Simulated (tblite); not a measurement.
C4H10ClFSi2.
Z-matrix (Å and degrees, GFN2-xTB geometry), rows numbered from 1:
```
C 
C   1  1.3271
C   2  1.4994  1  121.13
Si  2  1.8909  1  122.30  3   179.82
Cl  4  2.0202  2  109.73  1   -26.49
C   4  1.9256  2  110.32  1    93.09
F   6  1.4046  4  107.03  2   166.16
Si  6  1.9181  4  119.03  2    45.16
H   1  1.0771  2  122.09  3  -179.08
H   1  1.0798  2  121.98  3     0.24
H   3  1.0890  2  110.25  1  -120.55
H   3  1.0877  2  111.12  1     0.35
H   3  1.0886  2  110.07  1   120.90
H   4  1.4624  2  111.70  1  -146.91
H   6  1.0966  4  109.49  2   -81.13
H   8  1.4635  6  106.93  4   -66.89
H   8  1.4630  6  108.42  4    53.39
H   8  1.4609  6  107.87  4   173.19
```

Method: GFN2-xTB as coded in tblite; computed harmonic values from a numerical Hessian at the method's own geometry, unscaled. The method is semi-empirical: single wavenumbers can be off by several per cent or more. Modes of hydrogen on silicon can be 10 to 20 % off. One conformer, not necessarily the lowest.

Harmonic wavenumbers (cm⁻¹): 26.5, 35.8, 95.1, 112.5, 127.4, 135.1, 166.5, 174.0, 246.2, 266.6, 282.1, 386.3, 409.1, 481.4, 520.8, 548.5, 617.7, 623.8, 659.0, 675.8, 693.9, 766.7, 776.5, 786.0, 820.8, 916.6, 965.9, 971.4, 1014.2, 1039.2, 1081.4, 1220.4, 1250.1, 1396.7, 1421.3, 1477.2, 1486.1, 1680.0, 2257.8, 2270.0, 2276.5, 2294.8, 2894.0, 3007.3, 3021.3, 3032.0, 3073.7, 3113.9.

A = 1243, B = 937.7, C = 601.1 MHz; mass 167.999 u (most abundant isotopes); point group C1, symmetry number 1.

Zero-point energy?

Half the sum of the wavenumbers: 26798 cm⁻¹ = 76.62 kcal/mol.

Give the ideal-gas entropy at 350 K and 1 bar in the rigid-rotor, harmonic-oscillator model (classical rotation).

Translation 42.09, rotation 30.99, vibration 47.61: S = 120.7 cal/(mol K).

And Cp and H(350 K) − H(0)?

Cp = 50.44 cal/(mol K), of which vibrations give 42.49 (their classical limit is 48 R = 95.4); H(350 K) − H(0) = 10.96 kcal/mol without the zero-point energy, 8.18 from vibrations.

Blend soft modes into free rotors: weight 1/[1 + (100 cm⁻¹/ν̃)⁴] for the oscillator and the rest for a rotor with moment μB/(μ + B), μ = h/(8π²ν), B = 10⁻⁴⁴ kg m². What vibrational entropy results?

42.85 cal/(mol K) in place of 47.61, which changes −T·S at 350 K by +1.67 kcal/mol.

How do the functions run with temperature in this model?

```tsv
T (K)	S (cal/(mol K))	Cp (cal/(mol K))	H − H(0) (kcal/mol)	G − H(0) (kcal/mol)	ln q(vib)
100	77.2	23.3	1.57	-6.14	3.16
200	97.0	35.0	4.50	-14.90	6.95
300	113.3	45.8	8.55	-25.43	10.50
500	140.7	61.7	19.41	-50.92	17.05
800	173.0	75.9	40.25	-98.19	25.68
1000	190.7	82.1	56.09	-134.61	30.77
```

q(vib) and H(0) count from the zero-point level.

What must be added to the electronic energy to get the Gibbs energy at 350 K and 1 bar?

ZPE + [H(350 K) − H(0)] − T·S = 76.62 + 10.96 − 42.24 = 45.34 kcal/mol.

Which modes carry the vibrational entropy at 350 K?

26.5 cm⁻¹: 6.39; 35.8 cm⁻¹: 5.80; 95.1 cm⁻¹: 3.87; 112.5 cm⁻¹: 3.54; 127.4 cm⁻¹: 3.30; 135.1 cm⁻¹: 3.18 cal/(mol K); the other 42 give 21.54 together.

Hindered rotation and anharmonicity are outside this model. Other conformers, if any are populated, would add a mixing term that is left out. The structure is chiral; the term R ln 2 for an equal mix with its mirror image is left out.
